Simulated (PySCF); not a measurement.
AlH₃Se₃, SMILES [SeH][Al]([SeH])[SeH]. Atoms are numbered in the order given.

```xyz
7

Al     0.0200     0.0023     0.0027
Se    -2.2181    -0.6152    -0.0666
H     -1.9253    -1.9333     0.5319
Se     0.5004     2.2288    -0.4619
H      1.9499     1.9635    -0.5529
Se     1.6299    -1.5981     0.5099
H      2.7018    -0.5886     0.6170
```

The structure is a stationary point at B3LYP-D3(BJ)/def2-SVP. One conformer was computed; it need not be the lowest.

These are HF/pcSseg-1 (PySCF) values and carry that method's errors.

GIAO shieldings, no solvent; atoms listed in one row are averaged. δ = σ(ref) − σ: ⁷⁷Se against Me2Se (σ = 1942.8 ppm); ¹H against TMS (σ = 31.99 ppm), references at their B3LYP-D3(BJ)/def2-TZVP geometries, non-relativistic.

```tsv
nucleus	atoms	count	δ (ppm)
⁷⁷Se	Se4	1	-293.1
⁷⁷Se	Se6	1	-294.4
⁷⁷Se	Se2	1	-302.4
¹H	H3	1	1.37
¹H	H7	1	1.23
¹H	H5	1	1.16
```
